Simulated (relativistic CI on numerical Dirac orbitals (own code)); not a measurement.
## What each ingredient does to the levels of Cd XXIII

Base calculation: Dirac-Coulomb-Breit CI, separate exchange-only KLI orbitals for each configuration, model QED (radiative potential, 1s self-energy scaled to tabulated hydrogen-like ionisation energies), unscaled Slater integrals.

CI space (outside the closed core [Ne]): 3s2 3p6 3d8, 3s2 3p5 3d9, 3s2 3p4 3d10, 3s 3p6 3d9, 3p6 3d10, 3s 3p5 3d10, 3s2 3p6 3d7 4s, 3s2 3p6 3d7 4p, 3s2 3p6 3d7 4d, 3s2 3p6 3d7 4f, 3s2 3p4 3d9 4s, 3s2 3p5 3d8 4s, 3s2 3p6 3d6 4s2, 3s2 3p4 3d9 4p, 3s2 3p5 3d8 4p, 3s2 3p6 3d6 4s 4p. Levels of other configurations are missing.

Variants: (1) P86 correlation estimate; (2) Breit term removed. Shifts of the energy above 3s2 3p6 3d8 3F_4, in eV, for the lowest level and the first level of each name with at least 55 % of one term (blank where a level changes its place among those of its configuration and J or its character, or is not in the variant):

| Level | Base | Δ(1) | Δ(2) |
| --- | --- | --- | --- |
| 3s2 3p6 3d8 3F_4 | 0.000 | 0.000 | 0.000 |
| 3s2 3p6 3d8 3F_3 | 6.534 | 0.000 | +0.176 |
| 3s2 3p6 3d8 3P_0 | 12.315 | +0.001 | -0.143 |
| 3s2 3p6 3d8 3P_1 | 14.072 | 0.000 | +0.025 |
| 3s2 3p6 3d8 1G_4 | 15.808 | 0.000 | +0.272 |
| 3s2 3p6 3d8 1S_0 | 31.847 | +0.001 | +0.133 |
| 3s2 3p5 3d9 3F°_4 | 199.347 | +0.163 | +0.604 |
| 3s2 3p5 3d9 1D°_2 | 203.524 | +0.164 | +0.579 |
| 3s2 3p5 3d9 3P°_1 | 216.294 | +0.165 | +0.643 |
| 3s2 3p5 3d9 3P°_0 | 218.097 | +0.165 | +0.695 |
| 3s2 3p5 3d9 3D°_1 | 222.514 | +0.166 | +0.649 |
| 3s2 3p5 3d9 3F°_2 | 244.236 | +0.164 | +1.372 |
| 3s2 3p5 3d9 1F°_3 | 255.972 | +0.166 | +1.115 |
| 3s 3p6 3d9 3D_3 | 361.363 | +0.312 | +0.531 |
| 3s 3p6 3d9 3D_2 | 363.967 | +0.312 | +0.552 |
| 3s 3p6 3d9 3D_1 | 368.780 | +0.312 | +0.733 |
| 3s 3p6 3d9 1D_2 | 372.099 | +0.312 | +0.784 |
| 3s2 3p4 3d10 3P_2 | 421.031 | +0.305 | +1.197 |
| 3s2 3p6 3d7 4s 5F_5 | 429.657 | +1.717 | +0.071 |
| 3s2 3p6 3d7 4s 5F_3 | 436.383 | +1.717 | +0.106 |
| 3s2 3p6 3d7 4s 5F_4 | 436.482 | +1.717 | +0.185 |
| 3s2 3p6 3d7 4s 3F_3 | 438.668 | +1.717 | +0.046 |

At this charge energies of transitions that change n are usually good to better than 1 %, and those within a shell (Δn = 0) to a few per cent. Terms inside the open d or f shell come out 10 to 20 % too wide with unscaled integrals.

Ionisation energy from the two ground configurations alone: base 1095.01 eV; P86 correlation estimate 1096.99 eV; Breit term removed 1095.37 eV. The NIST ASD value (theoretical) is 1095 eV.

LS names give the leading component of a level, which can be under half, so a name can repeat, a term be missing and a line seem to break the LS rules.
